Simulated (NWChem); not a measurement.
System: TiH2SO2; SMILES [Ti]([OH])(=[S])[OH]

Input file for NWChem:

```
start job
memory heap 200 mb stack 900 mb global 1100 mb
geometry units angstroms noautoz
  Ti    -0.465137     0.027670     0.215814
  S      0.074522    -0.038366     2.229554
  O     -0.074126    -1.467023    -0.720076
  H      0.268819    -2.292936    -0.332222
  O     -0.073650     1.580276    -0.620269
  H      0.269550     2.378932    -0.179207
end
basis spherical
  Ti library def2-svp
  S library def2-svp
  O library def2-svp
  H library def2-svp
end
dft
  xc m06-2x
  iterations 150
  mulliken
end
task dft energy
```

Parts of the log:

```
             Northwest Computational Chemistry Package (NWChem) 7.3.0
             --------------------------------------------------------

 CS  symmetry detected

                             Geometry "geometry" -> ""
                             -------------------------

 Output coordinates in angstroms (scale by  1.889725989 to convert to a.u.)

  No.       Tag          Charge          X              Y              Z
 ---- ---------------- ---------- -------------- -------------- --------------
    1 Ti                  22.0000    -0.26209072    -0.33172852     0.00000000
    2 S                   16.0000     0.08520145     1.72499935     0.00000000
    3 O                    8.0000     0.21099326    -1.17735130    -1.52446653
    4 H                    1.0000     0.51344019    -0.73217071    -2.33718660
    5 O                    8.0000     0.21099326    -1.17735130     1.52446653
    6 H                    1.0000     0.51344019    -0.73217071     2.33718660

 Effective nuclear repulsion energy (a.u.)     270.0797069916

      Symmetry information
      --------------------

 Group name             Cs
 Group number              2
 Group order               2
 No. of unique centers     4

                                 NWChem DFT Module
                                 -----------------

 Summary of "ao basis" -> "ao basis" (spherical)
 ------------------------------------------------------------------------------
       Tag                 Description            Shells   Functions and Types
 ---------------- ------------------------------  ------  ---------------------
 Ti                         def2-svp                11       31   5s3p2d1f
 S                          def2-svp                 8       18   4s3p1d
 O                          def2-svp                 6       14   3s2p1d
 H                          def2-svp                 3        5   2s1p

      Symmetry analysis of basis
      --------------------------

        a'         53
        a"         34

            General Information
            -------------------
          SCF calculation type: DFT
          Wavefunction type:  closed shell.
          No. of atoms     :     6
          No. of electrons :    56
           Alpha electrons :    28
            Beta electrons :    28
          Charge           :     0
          Spin multiplicity:     1
          Use of symmetry is: on ; symmetry adaption is: on
          Maximum number of iterations: 150
          AO basis - number of functions:    87
                     number of shells:    37
          Convergence on energy requested:  1.00D-06
          Convergence on density requested:  1.00D-05
          Convergence on gradient requested:  5.00D-04

              XC Information
              --------------
                       M06-2X Method XC Functional
                     Hartree-Fock (Exact) Exchange  0.540
                        M06-2X Exchange Functional  1.000
                      M06-2X Correlation Potential  1.000

             Grid Information
             ----------------
          Grid used for XC integration:  medium
          Radial quadrature: Mura-Knowles
          Angular quadrature: Lebedev.
          Tag              B.-S. Rad. Rad. Pts. Rad. Cut. Ang. Pts.
          ---              ---------- --------- --------- ---------
          Ti                  1.40      112          10.0       590
          S                   1.00       88          10.0       590
          O                   0.60       49          10.0       434
          H                   0.35       45          12.0       434
          Grid pruning is: on
          Number of quadrature shells:   294
          Spatial weights used:  Erf1

      Superposition of Atomic Density Guess
      -------------------------------------

 Sum of atomic energies:       -1395.98673079

      Non-variational initial energy
      ------------------------------

 Total energy =   -1396.192405
 1-e energy   =   -2456.265060
 2-e energy   =     789.992948
 HOMO         =      -0.347487
 LUMO         =      -0.076211

      Symmetry analysis of molecular orbitals - initial
      -------------------------------------------------

  Numbering of irreducible representations:

     1 a'          2 a"

  Orbital symmetries:

     1 a'          2 a'          3 a'          4 a'          5 a"
     6 a'          7 a"          8 a'          9 a'         10 a'
    11 a"         12 a'         13 a'         14 a"         15 a'
    16 a'         17 a'         18 a"         19 a'         20 a'
    21 a"         22 a'         23 a"         24 a'         25 a"
    26 a'         27 a'         28 a"         29 a'         30 a'
    31 a'         32 a"         33 a"         34 a'         35 a"
    36 a'         37 a'         38 a'

     ---------------------------------------------
      Total Density - Mulliken Population Analysis
     ---------------------------------------------

    Atom       Charge   Shell Charges
 -----------   ------   -------------------------------------------------------
    1 Ti  22    19.44   2.00  2.00  2.00  0.30  0.00  6.00  6.00  0.29  0.35  0.46  0.04
    2 S   16    17.23   2.00  1.99  1.24  0.67  5.95  2.07  3.29  0.02
    3 O    8     9.02   1.99  1.12  0.68  3.20  2.03  0.00
    4 H    1     0.64   0.51  0.08  0.06
    5 O    8     9.02   1.99  1.12  0.68  3.20  2.03  0.00
    6 H    1     0.64   0.51  0.08  0.06

   convergence    iter        energy       DeltaE   RMS-Dens  Diis-err
 ---------------- ----- ----------------- --------- --------- ---------
 d= 0,ls=0.0,diis     1  -1398.4450102306 -1.67D+03  5.29D-02  2.72D+00
 d= 0,ls=0.0,diis     2  -1385.5969361708  1.28D+01  4.12D-02  1.09D+02
 d= 0,ls=0.0,diis     3  -1398.5526915400 -1.30D+01  5.87D-03  3.92D+00
 d= 0,ls=0.0,diis     4  -1398.8057199528 -2.53D-01  2.17D-03  1.21D+00
 d= 0,ls=0.0,diis     5  -1398.8812342200 -7.55D-02  4.50D-03  6.02D-01
 d= 0,ls=0.0,diis     6  -1398.9563847014 -7.52D-02  4.08D-04  4.87D-04
  Resetting Diis
 d= 0,ls=0.0,diis     7  -1398.9565245549 -1.40D-04  1.85D-04  9.54D-05
 d= 0,ls=0.0,diis     8  -1398.9563045908  2.20D-04  1.59D-04  2.08D-05
 d= 0,ls=0.0,diis     9  -1398.9563218009 -1.72D-05  6.82D-05  1.02D-05
 d= 0,ls=0.0,diis    10  -1398.9563239441 -2.14D-06  5.87D-05  2.11D-05
 d= 0,ls=0.0,diis    11  -1398.9563291816 -5.24D-06  3.07D-05  1.19D-06
 d= 0,ls=0.0,diis    12  -1398.9563300975 -9.16D-07  2.26D-05  3.29D-07
 d= 0,ls=0.0,diis    13  -1398.9563303971 -3.00D-07  7.84D-06  1.43D-07

         Total DFT energy =    -1398.956330397060
      One electron energy =    -2459.911721010683
           Coulomb energy =      876.403331323680
    Exchange-Corr. energy =      -85.527647701659
 Nuclear repulsion energy =      270.079706991601

 Numeric. integr. density =       55.999996295735

                  Occupations of the irreducible representations
                  ----------------------------------------------

                     irrep           alpha         beta
                     --------     --------     --------
                     a'               19.0         19.0
                     a"                9.0          9.0

                       DFT Final Molecular Orbital Analysis
                       ------------------------------------

 Vector   26  Occ=2.000000D+00  E=-3.337502D-01  Symmetry=a'
              MO Center=  4.8D-02,  1.4D+00,  9.7D-15, r^2= 2.2D+00
   Bfn.  Coefficient  Atom+Function         Bfn.  Coefficient  Atom+Function
  ----- ------------  ---------------      ----- ------------  ---------------
    43      0.460560  2 S  py                40      0.394996  2 S  py
     4     -0.274694  1 Ti s                 19      0.248120  1 Ti d  2
    35      0.240499  2 S  s                 37      0.225898  2 S  py
     3      0.214861  1 Ti s                 17      0.160365  1 Ti d  0
    10      0.153023  1 Ti py                13     -0.121534  1 Ti py

 Vector   27  Occ=2.000000D+00  E=-3.081083D-01  Symmetry=a'
              MO Center= -1.3D-02,  1.2D+00,  4.5D-15, r^2= 2.0D+00
   Bfn.  Coefficient  Atom+Function         Bfn.  Coefficient  Atom+Function
  ----- ------------  ---------------      ----- ------------  ---------------
    42      0.523722  2 S  px                39      0.371718  2 S  px
    15      0.276346  1 Ti d -2              36      0.214607  2 S  px
    20      0.170458  1 Ti d -2              12      0.148365  1 Ti px
     9     -0.104084  1 Ti px                19      0.088024  1 Ti d  2
    13     -0.070779  1 Ti py                43     -0.065119  2 S  py

 Vector   28  Occ=2.000000D+00  E=-2.985245D-01  Symmetry=a"
              MO Center=  2.7D-02,  1.3D+00,  6.2D-15, r^2= 2.0D+00
   Bfn.  Coefficient  Atom+Function         Bfn.  Coefficient  Atom+Function
  ----- ------------  ---------------      ----- ------------  ---------------
    44      0.567878  2 S  pz                41      0.399384  2 S  pz
    38      0.229128  2 S  pz                16      0.205948  1 Ti d -1
    14      0.162287  1 Ti pz                21      0.129182  1 Ti d -1
    11     -0.118408  1 Ti pz                54      0.049256  3 O  py
    73     -0.049256  5 O  py                64      0.047340  4 H  s

 Vector   29  Occ=0.000000D+00  E=-7.396141D-02  Symmetry=a'
              MO Center= -7.6D-01, -3.4D-01,  2.3D-14, r^2= 2.8D+00
   Bfn.  Coefficient  Atom+Function         Bfn.  Coefficient  Atom+Function
  ----- ------------  ---------------      ----- ------------  ---------------
    19      0.488045  1 Ti d  2               4      0.396321  1 Ti s
     5      0.397959  1 Ti s                 24      0.285082  1 Ti d  2
     3     -0.267210  1 Ti s                 12     -0.232638  1 Ti px
    17     -0.202007  1 Ti d  0              35     -0.181426  2 S  s
    22     -0.152877  1 Ti d  0               9      0.101869  1 Ti px

[...]
```

Level: M06-2X/def2-SVP. Structure relaxed at the PBE-D3(BJ)/def2-SVP level.
